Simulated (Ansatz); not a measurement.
Isolated molecules relaxed with PBE0-D4/def2-TZVP in Ansatz; ΔE leaves out vibrations. CBS: MP2 limit from def2 TZ/QZ plus the TZ coupled-cluster correction, frozen cores. This one scheme is used for every species. Functionals use def2-TZVPP. For Se outer-core shells are correlated without core-valence functions, which leaves a few kJ/mol of doubt a bond. Scalar relativity is left out up to krypton. One conformer a species, not always the lowest.

Consider the formal exchange of groups at a B–Se bond: `FB(F)[SeH]` + CH₄ → `CB(F)F` + H₂Se.

| level | ΔE (kcal/mol) |
| --- | --- |
| r2SCANh-D4 | 11.0 |
| r2SCAN0-D4 | 10.7 |
| ωB97X-V | 9.9 |
| BLYP | 10.5 |
| RPA@PBE/def2-TZVPP | 10.5 |
| CCSD(T)/def2-SVP | 9.8 |
| HF/def2-QZVPP | 8.3 |
| HF/CBS(def2) | 8.3 |

**Question.** What does CCSD(T)/CBS give? (Estimate.)

**Answer.** Computed: +10.6 kcal/mol. The listed levels differ from it by 0.4, 0.1, -0.7, -0.1, -0.1, -0.8, -2.3, -2.3 kcal/mol.

Largest T1 diagnostic among the species: 0.012.

Leaving LDA and LC-ωPBE aside and taking each functional with its dispersion term where it has one, the values, not all of them listed here, spread over 2.4 kcal/mol, from CAM-B3LYP-D4 to revPBE-D4. LDA lies −1.0 kcal/mol from PBE without D4. At CCSD(T), def2-SVP lies −0.8 kcal/mol from the extrapolated value and def2-TZVPP −0.1 kcal/mol. In def2-TZVPP, CCSD(T) changes the Hartree–Fock value by +2.0 kcal/mol (the triples alone add +0.6 kcal/mol) and MP2 by +3.2 kcal/mol.
